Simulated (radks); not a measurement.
All-electron atom: Tb54+ in [Ne] 3s1 (the NIST ground configuration). All-electron calculation, scalar-relativistic Kohn-Sham, LDA (Slater exchange, VWN5 correlation), spin-polarised, spherical densities, finite nucleus; open shells are filled with parallel spins first (spin-orbit coupling, left out, can overturn this in heavy ions); Fermi nuclear charge, rms radius 5.06 fm. Program: a radial shooting solver on a logarithmic mesh with Libxc functionals.

Normalised radial functions P(r) = r R(r), r in bohr:

| r | 1s up | 3s up |
|---|---|---|
| 0.001319 | 1.7202 | 0.3198 |
| 0.001637 | 2.0383 | 0.3779 |
| 0.002031 | 2.4032 | 0.4440 |
| 0.002521 | 2.8159 | 0.5178 |
| 0.003129 | 3.2743 | 0.5982 |
| 0.003883 | 3.7714 | 0.6828 |
| 0.004819 | 4.2932 | 0.7673 |
| 0.005981 | 4.8163 | 0.8447 |
| 0.007423 | 5.3063 | 0.9049 |
| 0.009213 | 5.7167 | 0.9336 |
| 0.01143 | 5.9901 | 0.9122 |
| 0.01419 | 6.0643 | 0.8194 |
| 0.01761 | 5.8833 | 0.6333 |
| 0.02186 | 5.4143 | 0.3382 |
| 0.02713 | 4.6674 | -0.0656 |
| 0.03367 | 3.7109 | -0.5478 |
| 0.04179 | 2.6693 | -1.0348 |
| 0.05186 | 1.6964 | -1.4028 |
| 0.06437 | 0.9248 | -1.4935 |
| 0.07925 | 0.4312 | -1.1840 |
| 0.09836 | 0.1552 | -0.4053 |
| 0.1221 | 0.0419 | 0.7025 |
| 0.1515 | 0.0079 | 1.7932 |
| 0.188 | 0.0010 | 2.4340 |
| 0.2334 | 0.0001 | 2.3636 |
| 0.2896 | 0.0000 | 1.7071 |
| 0.3595 | 0.0000 | 0.9001 |
| 0.4461 | 0.0000 | 0.3306 |
| 0.5537 | 0.0000 | 0.0790 |
| 0.6872 | 0.0000 | 0.0112 |

1s up: eigenvalue -56007 eV, 0 radial nodes, <r> = 0.0215 bohr, 90 % of the charge inside 0.0389 bohr. 3s up: eigenvalue -5183.4 eV, 2 radial nodes at r = 0.0263, 0.107 bohr, <r> = 0.215 bohr, 90 % of the charge inside 0.312 bohr.
